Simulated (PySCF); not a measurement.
## Correlation energy of P²⁺ (phosphorus, charge +2)

[Ne] 3s1 3p1 3d1, one real determinant (an excited configuration). Calculation: PySCF 2.14, in dyall-av2z (13s9p2d, 50 functions); no relativity, point nucleus. Frozen: [Ne]; 3 electrons correlated; the 16 highest virtual orbitals of each spin left out.

```
  level  correlation energy (mhartree)
   CCSD                         -45.17
    (T)                          -7.36
CCSD(T)                         -52.53
    FCI                         -51.06
```

Diagnostics: T1 = 0.026, D1 = 0.0619, largest double amplitude 0.844, weight of the Hartree-Fock determinant in FCI 0.3350 (3654 determinants).

The real determinant used has ⟨L²⟩ near 8 against 12 for a pure F term, so it mixes terms. The outer electron is Rydberg-like, and this basis confines it to a smaller radius and binds it less than a complete one would. A double-excitation amplitude exceeds 0.15, a sign of near-degeneracy.

Cost of the coupled-cluster step: roughly 0.3 core-seconds, for 3 correlated electrons.

The reference is one real determinant that mixes LS terms of this configuration.
